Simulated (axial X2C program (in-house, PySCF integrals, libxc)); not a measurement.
**Testing model relations on CsP**

A bond curve at the CCSD(T) level, 2c, was computed with an in-house relativistic program for diatomic molecules (basis Cs dyall-cv3z [15s15p9d4f1g], P dyall-v3z [8s7p2d1f] (cores contracted in-house)) for the state Ω = 1 (⟨Sz⟩ = 1.00, ⟨Lz⟩ = 0.00 at HF). Its fit gives Re = 3.3089 Å, ωe = 167.2 cm⁻¹, ωexe = 0.569 cm⁻¹ and αe = 2.862e-04 cm⁻¹; the masses are 132.9054 and 30.9738 u. Two-component means X2C with spin–orbit coupling and atomic mean-field Coulomb and Gaunt terms.

Correlated methods: 14 electrons correlated (number of frozen shells: Cs 4 s, 3 p, 2 d; P 2 s, 1 p), 266 virtual spin orbitals or spinors in MP2, 132 natural virtuals in coupled cluster.

(1) Find the reduced mass, Be and the force constant.

(2) Where do the fundamental and the first overtone lie?

(3) A Morse curve ties αe to the other constants (Pekeris). How well does that hold?

(4) Estimate De from a Morse curve and compare with the computed well depth of 1.110 eV to Cs + P.

(5) Estimate the centrifugal constant by the Kratzer relation.

One determinant describes the state; a PBE0 search over occupations chose it and may have missed a lower one. Dissociation energies refer to the lowest single-determinant-based atoms at the same level and basis. Coupled cluster ran in a truncated set of natural virtual spinors; the MP2 energy of the rest was added. (T) has no such correction and the atoms are truncated less, which lowers De at CCSD(T) by a hundredth of an eV or more. PBE0 can misorder states that lie within some tenths of an eV, so this need not be the ground state of the molecule. The nearest other 2c determinant of the search, Ω = 2, lies 0.31 eV up at the distance of the search. With several unpaired electrons one determinant need not be a pure state. Open-shell Ω = 0 determinants with evenly filled partner blocks cannot be reached by this program, so the Ω shown need not be the lowest component. This is the Ω = 1 component of a π² triplet; the 0⁺ component is not one determinant and can lie lowest.

Answers

(1) From the CCSD(T) values: μ = 25.1196 u. Be = 16.8576/(μ Re²) = 0.06129 cm⁻¹. k = 5.8918×10⁻⁷ μ ωe² = 0.414 mdyn/Å.

(2) ν(1←0) = ωe − 2ωexe = 166.1 cm⁻¹; ν(2←0) = 2ωe − 6ωexe = 331.0 cm⁻¹.

(3) αe(Morse) = 6Be²/ωe × (√(ωexe/Be) − 1) = 2.759e-04 cm⁻¹; the CCSD(T) curve gives 2.862e-04 cm⁻¹, a ratio of 0.96.

(4) De(Morse) = ωe²/(4ωexe) = 1.523 eV against 1.110 eV computed, a ratio of 1.37. The extrapolation overshoots: the well softens faster than a Morse curve, or the lowest atomic limit lies below the one to which the curve heads.

(5) D = 4Be³/ωe² = 3.29e-08 cm⁻¹.
